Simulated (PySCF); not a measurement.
C₂H₆Zn, charge -1, doublet, geometry from GFN2-xTB (such geometries of metal compounds can be far from the true shape) (a state made from the parent by changing its charge; the spin is typed, not shown lowest); PySCF with PBE/STO-3G.

PySCF was given this input:
```python
from pyscf import gto, scf, dft

mol = gto.M(
    atom='''
Zn    0.17759845   -0.49094132    0.13229608
C     1.32147960    0.97021973   -1.47352980
H     2.31271718    0.65165162   -1.82828766
H     1.45764629    1.96698810   -1.03361241
H     0.70453769    1.11057171   -2.37174891
C    -1.85600265    0.51046515    1.07390291
H    -2.76985616   -0.08881283    0.94903778
H    -2.04018173    1.46487311    0.56600317
H    -1.78567864    0.73885854    2.14748685
''',
    basis='sto-3g',
    charge=-1,
    spin=1,
    verbose=4,
)

mf = dft.UKS(mol)
mf.xc = 'pbe'
mf.kernel()
mf.analyze()
```

It wrote (shortened):

```
PySCF version 2.14.0

[INPUT] verbose = 4
[INPUT] num. atoms = 9
[INPUT] num. electrons = 49
[INPUT] charge = -1
[INPUT] spin (= nelec alpha-beta = 2S) = 1
[INPUT] symmetry False subgroup None
[INPUT] Mole.unit = angstrom
[INPUT] Symbol           X                Y                Z      unit          X                Y                Z       unit  Magmom
[...]
nuclear repulsion = 137.888050367812
number of shells = 20
number of NR pGTOs = 102
number of NR cGTOs = 34
basis = sto-3g
ecp = {}

******** <class 'pyscf.dft.uks.UKS'> ********
method = UKS
initial guess = minao
damping factor = 0
level_shift factor = 0
DIIS = <class 'pyscf.scf.diis.CDIIS'>
diis_start_cycle = 1
diis_space = 8
diis_damp = 0
SCF conv_tol = 1e-09
SCF conv_tol_grad = None
SCF max_cycles = 50
direct_scf = True
direct_scf_tol = 1e-13
number electrons alpha = 25  beta = 24
XC library pyscf.dft.libxc version 7.1.2
    S. Lehtola, C. Steigemann, M. J. T. Oliveira, and M. A. L. Marques,  SoftwareX 7, 1–5 (2018)
XC functionals = pbe
    J. P. Perdew, K. Burke, and M. Ernzerhof,  Phys. Rev. Lett. 77, 3865 (1996)
    J. P. Perdew, K. Burke, and M. Ernzerhof,  Phys. Rev. Lett. 78, 1396 (1997)
    J. P. Perdew, K. Burke, and M. Ernzerhof,  Phys. Rev. Lett. 77, 3865 (1996)
    J. P. Perdew, K. Burke, and M. Ernzerhof,  Phys. Rev. Lett. 78, 1396 (1997)
radial grids:
    Treutler-Ahlrichs [JCP 102, 346 (1995); DOI:10.1063/1.469408] (M4) radial grids

becke partition: Becke, JCP 88, 2547 (1988); DOI:10.1063/1.454033
pruning grids: <function nwchem_prune>
grids dens level: 3
symmetrized grids: False
atomic radii adjust function: <function treutler_atomic_radii_adjust>
small_rho_cutoff = 0
Set gradient conv threshold to 3.16228e-05
tot grids = 107728
init E= -1834.6692774221

cycle= 1 E= -1826.21897794212  delta_E= 8.45  |g|= 1.08  |ddm|= 4.79

cycle= 2 E= -1828.38329704121  delta_E= -2.16  |g|= 1.23  |ddm|= 4.22
cycle= 3 E= -1835.53091302336  delta_E= -7.15  |g|= 0.833  |ddm|= 3.89
cycle= 4 E= -1836.49308235405  delta_E= -0.962  |g|= 0.496  |ddm|= 2.35
cycle= 5 E= -1803.10353986917  delta_E= 33.4  |g|= 2.43  |ddm|= 6.94
cycle= 6 E= -1805.5661137736  delta_E= -2.46  |g|= 1.84  |ddm|= 3.12
cycle= 7 E= -1805.55449878723  delta_E= 0.0116  |g|= 1.84  |ddm|= 0.0285
cycle= 8 E= -1805.44389785511  delta_E= 0.111  |g|= 1.91  |ddm|= 0.383
cycle= 9 E= -1805.64561106253  delta_E= -0.202  |g|= 1.95  |ddm|= 0.355
cycle= 10 E= -1805.72214234449  delta_E= -0.0765  |g|= 1.77  |ddm|= 1.02
cycle= 11 E= -1835.62823792208  delta_E= -29.9  |g|= 0.856  |ddm|= 6.67
cycle= 12 E= -1835.51274187292  delta_E= 0.115  |g|= 0.725  |ddm|= 2.82
cycle= 13 E= -1835.27022326159  delta_E= 0.243  |g|= 0.846  |ddm|= 1.15
cycle= 14 E= -1835.54895456494  delta_E= -0.279  |g|= 0.702  |ddm|= 0.742
cycle= 15 E= -1835.6464243933  delta_E= -0.0975  |g|= 0.65  |ddm|= 0.334
cycle= 16 E= -1835.66520914014  delta_E= -0.0188  |g|= 0.629  |ddm|= 0.225
cycle= 17 E= -1835.56501233203  delta_E=  0.1  |g|= 0.691  |ddm|= 0.258
cycle= 18 E= -1835.57601837792  delta_E= -0.011  |g|= 0.689  |ddm|= 0.0715
cycle= 19 E= -1826.28902899699  delta_E= 9.29  |g|= 1.03  |ddm|= 4.78
cycle= 20 E= -1835.37557850756  delta_E= -9.09  |g|= 0.802  |ddm|= 4.79
cycle= 21 E= -1835.37819040704  delta_E= -0.00261  |g|= 0.801  |ddm|= 0.0205
cycle= 22 E= -1835.34229468878  delta_E= 0.0359  |g|= 0.828  |ddm|= 0.365
cycle= 23 E= -1835.39452961208  delta_E= -0.0522  |g|=  0.8  |ddm|= 0.423
cycle= 24 E= -1835.37583073025  delta_E= 0.0187  |g|= 0.82  |ddm|= 0.689
cycle= 25 E= -1835.36458144355  delta_E= 0.0112  |g|= 0.821  |ddm|= 0.0962
cycle= 26 E= -1835.31000029528  delta_E= 0.0546  |g|= 0.845  |ddm|= 0.181
cycle= 27 E= -1835.3289598601  delta_E= -0.019  |g|= 0.828  |ddm|= 0.164
cycle= 28 E= -1799.36416097699  delta_E=   36  |g|= 4.16  |ddm|= 7.75

cycle= 29 E= -1806.06351627468  delta_E= -6.7  |g|= 1.15  |ddm|= 6.46
cycle= 30 E= -1829.24711384733  delta_E= -23.2  |g|= 1.41  |ddm|= 6.52
cycle= 31 E= -1829.58750727045  delta_E= -0.34  |g|= 1.52  |ddm|= 0.245
cycle= 32 E= -1829.85631370409  delta_E= -0.269  |g|= 1.53  |ddm|= 0.66
cycle= 33 E= -1829.77040214038  delta_E= 0.0859  |g|=  1.5  |ddm|= 0.223
cycle= 34 E= -1829.8212362368  delta_E= -0.0508  |g|= 1.56  |ddm|= 0.282
cycle= 35 E= -1829.95695960918  delta_E= -0.136  |g|= 1.61  |ddm|= 0.0967
cycle= 36 E= -1830.1334126097  delta_E= -0.176  |g|= 1.48  |ddm|=  1.5
cycle= 37 E= -1829.18202327829  delta_E= 0.951  |g|= 1.36  |ddm|= 1.38

cycle= 38 E= -1771.27464078345  delta_E= 57.9  |g|= 8.18  |ddm|= 11.6
cycle= 39 E= -1773.66003988645  delta_E= -2.39  |g|= 6.73  |ddm|= 0.412
cycle= 40 E= -1834.91634165974  delta_E= -61.3  |g|= 1.05  |ddm|=   11
cycle= 41 E= -1835.39466921756  delta_E= -0.478  |g|= 0.777  |ddm|= 1.24
cycle= 42 E= -1834.38097470085  delta_E= 1.01  |g|= 1.26  |ddm|= 1.21
cycle= 43 E= -1833.84944245907  delta_E= 0.532  |g|= 1.49  |ddm|= 0.393
cycle= 44 E= -1830.88708588183  delta_E= 2.96  |g|= 1.93  |ddm|=  1.4
cycle= 45 E= -1833.19384853536  delta_E= -2.31  |g|= 1.75  |ddm|= 1.02
cycle= 46 E= -1829.5487236704  delta_E= 3.65  |g|= 1.55  |ddm|= 1.63
cycle= 47 E= -1805.90303168153  delta_E= 23.6  |g|= 1.47  |ddm|= 6.58
cycle= 48 E= -1834.81375483473  delta_E= -28.9  |g|= 1.05  |ddm|= 6.81
cycle= 49 E= -1834.29613983516  delta_E= 0.518  |g|= 1.31  |ddm|= 0.43
cycle= 50 E= -1830.52811313438  delta_E= 3.77  |g|= 1.65  |ddm|=  1.8
SCF not converged.
SCF energy = -1830.52811313438 after 50 cycles  <S^2> = 0.75098799  2S+1 = 2.0009877
**** SCF Summaries ****
Total Energy =                       -1830.528113134377008
Nuclear Repulsion Energy =             137.888050367812497
One-electron Energy =                -2906.968609232138533
Two-electron Energy =                  938.552445729949113
Two-electron Coulomb Energy =         1024.285946762834783
DFT Exchange-Correlation Energy =      -85.733501032885727
**** MO energy ****
                             alpha | beta                alpha | beta
[...]
To work with the spin densities directly, `use mulliken_meta_spin()` only printing them here.

 ** Mulliken spin pop alpha/beta on meta-lowdin orthogonal AOs **
 ** Mulliken Spin Density (per AO)  **
spin_pop of  0 Zn 1s       -0.00000
spin_pop of  0 Zn 2s        0.00000
spin_pop of  0 Zn 3s        0.00000
spin_pop of  0 Zn 4s       -0.00028
spin_pop of  0 Zn 2px       0.00000
spin_pop of  0 Zn 2py       0.00000
spin_pop of  0 Zn 2pz       0.00000
spin_pop of  0 Zn 3px       0.00001
spin_pop of  0 Zn 3py       0.00001
spin_pop of  0 Zn 3pz       0.00000
spin_pop of  0 Zn 4px       0.02998
spin_pop of  0 Zn 4py       0.02863
spin_pop of  0 Zn 4pz       0.00355
spin_pop of  0 Zn 3dxy      0.00001
spin_pop of  0 Zn 3dyz     -0.00000
spin_pop of  0 Zn 3dz^2     0.00000
spin_pop of  0 Zn 3dxz      0.00002
spin_pop of  0 Zn 3dx2-y2   -0.00000
spin_pop of  1 C 1s        0.00000
spin_pop of  1 C 2s        0.00210
spin_pop of  1 C 2px       0.00122
spin_pop of  1 C 2py       0.00161
spin_pop of  1 C 2pz       0.00619
spin_pop of  2 H 1s       -0.00216
spin_pop of  3 H 1s        0.00828
spin_pop of  4 H 1s       -0.00507
spin_pop of  5 C 1s       -0.00001
spin_pop of  5 C 2s        0.02106
spin_pop of  5 C 2px       0.00137
spin_pop of  5 C 2py       0.27316
spin_pop of  5 C 2pz       0.14613
spin_pop of  6 H 1s        0.07995
spin_pop of  7 H 1s        0.31237
spin_pop of  8 H 1s        0.09185
 ** Mulliken Spin Density (per atom)  **
spin density of  0 Zn =      0.06194
spin density of  1 C =      0.01112
spin density of  2 H =     -0.00216
spin density of  3 H =      0.00828
spin density of  4 H =     -0.00507
spin density of  5 C =      0.44172
spin density of  6 H =      0.07995
spin density of  7 H =      0.31237
spin density of  8 H =      0.09185
 ** Mulliken pop alpha/beta on meta-lowdin orthogonal AOs **
 ** Mulliken pop       alpha | beta **
[...]
In total            25.00000 | 24.00000
 ** Mulliken atomic charges   ( Nelec_alpha | Nelec_beta ) **
charge of  0Zn =     -3.94903  (    17.00548     16.94354 )
charge of  1C =     -0.51050  (     3.26081      3.24969 )
charge of  2H =      0.04383  (     0.47701      0.47917 )
charge of  3H =      0.07374  (     0.46727      0.45899 )
charge of  4H =      0.04487  (     0.47503      0.48010 )
charge of  5C =      1.93597  (     2.25288      1.81116 )
charge of  6H =      0.58732  (     0.24631      0.16637 )
charge of  7H =      0.22679  (     0.54279      0.23042 )
charge of  8H =      0.54701  (     0.27242      0.18057 )

WARN: System has nonzero charge -1; the dipole moment is origin-dependent.
Location of origin: [0. 0. 0.]

Dipole moment(X, Y, Z, Debye): -38.17948, 19.70820, 17.33853
```

The run did not converge; its last values are not results.
